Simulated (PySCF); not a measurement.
# [C6H7F3]+: g tensor and hyperfine couplings

C6H7F3 (charge +1 and doublet state).
Atom-mapped SMILES: `[F:1][C:2]([F:3])([F:4])[CH+:5][C:6]1[CH2:7][CH2:8][CH2:9]1` (hydrogens: H10 on C5; H11, H12 on C7; H13, H14 on C8; H15, H16 on C9)

Structure used (GFN2-xTB), in Å, numbered top down from 1:
```
atom  x, y, z in Å
F1     2.396   -1.023   -0.965
C2     2.375   -0.251    0.134
F3     3.558    0.306    0.282
F4     2.149   -1.069    1.171
C5     1.263    0.771    0.002
C6    -0.029    0.365   -0.034
C7    -0.679   -0.964   -0.015
C8    -2.033   -0.277   -0.064
C9    -1.328    1.072   -0.088
H10    1.565    1.807   -0.077
H11   -0.467   -1.560    0.885
H12   -0.426   -1.647   -0.837
H13   -2.648   -0.513   -0.939
H14   -2.689   -0.448    0.796
H15   -1.474    1.673   -0.995
H16   -1.542    1.767    0.731
```

The hyperfine couplings belong to this conformer and change with its torsions.

Method: PySCF 2.14.0, UKS B3LYP, pcH-1 on C F H, non-relativistic, mean-field spin-orbit, GIAO. Geometry: GFN2-xTB, one conformer, isolated ion. The geometry wasn't refined by DFT: couplings that depend on bond lengths, twists or pyramidal angles can differ widely from those at the functional's own minimum, by a factor of two or more for some ions and for spin on atoms past the first row. Stability of the SCF solution: not tested.

```json
{"g1, g2, g3": "2.00277, 2.00302, 2.00386", "g_iso": "2.00322", "Form of g": "rhombic: the two nearest values differ by 23 % of g3 − g1", "⟨S²⟩": "0.7532 (exact 0.7500)"}
```

Hyperfine couplings atom by atom, in MHz; T1 to T3 are the principal values of the dipolar part:

```json
{"atom": "F1", "isotope": "19F", "a_iso": "33.8", "T1": "-70.0", "T2": "-67.8", "T3": "137.8", "Mulliken spin population": "0.03"}
{"atom": "C2", "isotope": "13C", "a_iso": "-22.0", "T1": "-1.1", "T2": "-0.6", "T3": "1.7", "Mulliken spin population": "-0.04"}
{"atom": "F3", "isotope": "19F", "a_iso": "-6.1", "T1": "-9.7", "T2": "-2.2", "T3": "11.9", "Mulliken spin population": "0.00"}
{"atom": "F4", "isotope": "19F", "a_iso": "10.7", "T1": "-37.8", "T2": "-36.7", "T3": "74.5", "Mulliken spin population": "0.02"}
{"atom": "C5", "isotope": "13C", "a_iso": "44.5", "T1": "-52.8", "T2": "-51.3", "T3": "104.1", "Mulliken spin population": "0.63"}
{"atom": "C6", "isotope": "13C", "a_iso": "-4.0", "T1": "-19.9", "T2": "-14.6", "T3": "34.5", "Mulliken spin population": "0.18"}
{"atom": "C7", "isotope": "13C", "a_iso": "-12.0", "T1": "-5.8", "T2": "-4.1", "T3": "9.9", "Mulliken spin population": "0.00"}
{"atom": "C8", "isotope": "13C", "a_iso": "-4.7", "T1": "-2.6", "T2": "-1.6", "T3": "4.2", "Mulliken spin population": "0.01"}
{"atom": "C9", "isotope": "13C", "a_iso": "-11.5", "T1": "-5.7", "T2": "-4.0", "T3": "9.7", "Mulliken spin population": "0.00"}
{"atom": "H10", "isotope": "1H", "a_iso": "-41.2", "T1": "-23.6", "T2": "-4.4", "T3": "28.0", "Mulliken spin population": "-0.02"}
{"atom": "H11", "isotope": "1H", "a_iso": "131.0", "T1": "-5.6", "T2": "-2.0", "T3": "7.6", "Mulliken spin population": "0.05"}
{"atom": "H12", "isotope": "1H", "a_iso": "97.3", "T1": "-5.5", "T2": "-2.6", "T3": "8.1", "Mulliken spin population": "0.03"}
{"atom": "H13", "isotope": "1H", "a_iso": "42.5", "T1": "-2.7", "T2": "-2.2", "T3": "4.9", "Mulliken spin population": "0.01"}
{"atom": "H14", "isotope": "1H", "a_iso": "44.2", "T1": "-2.7", "T2": "-2.2", "T3": "4.9", "Mulliken spin population": "0.02"}
{"atom": "H15", "isotope": "1H", "a_iso": "129.6", "T1": "-5.6", "T2": "-2.1", "T3": "7.6", "Mulliken spin population": "0.05"}
{"atom": "H16", "isotope": "1H", "a_iso": "94.8", "T1": "-5.4", "T2": "-2.7", "T3": "8.1", "Mulliken spin population": "0.03"}
```

The largest Mulliken spin populations are on C5 (+0.63) and C6 (+0.18). The angles at C5 add up to 360.0°, so it is planar; its axial dipolar tensor and the negative coupling of its proton fit spin in a p orbital normal to that plane.

The SMILES `FC(F)(F)[CH+][C]1CCC1` draws the unpaired electron on C6, whose computed spin population is only +0.18.

Axes: g3 points within 5° of the C5–C6 bond.

Under fast tumbling the dipolar parts average out, and these isotropic splittings remain: 2 × 1H (H11/H12, I = 1/2, 3 lines) with 4.07 mT, 2 × 1H (H15/H16, I = 1/2, 3 lines) with 4.00 mT, 2 × 1H (H13/H14, I = 1/2, 3 lines) with 1.55 mT, 1 × 1H (H10, I = 1/2, 2 lines) with 1.47 mT and 3 × 19F (F1/F3/F4, I = 1/2, 4 lines) with 0.46 mT.

Class means assume fast exchange of nuclei equivalent by connectivity; if that motion is slow, each nucleus keeps its own coupling. C7 and C9, with what hangs on them, aren't averaged: C6 is flat or nearly so (angle sum 360°), and its turn about the short C6–C5 bond (1.35 Å) is taken as slow. The three 19F nuclei of mean +12.8 MHz run from -6.1 to 33.8 MHz in the frozen geometry. The 1H value of +112.2 MHz is a mean of couplings from 94.8 to 129.6 MHz in this one geometry, not an average over conformers. The 1H value of +114.1 MHz is a mean of couplings from 97.3 to 131.0 MHz in this one geometry, not an average over conformers.

The 13C coupling of C5 (44.5 MHz) shows only in satellite lines or after enrichment, since that isotope makes up about 1.07 % of natural carbon.

The run took 70 s of wall time (with the writing of density and orbital grids) on one thread, AMD EPYC 7B13 (x86_64), no GPU, shared host, and the process peaked at 1.1 GiB of memory.
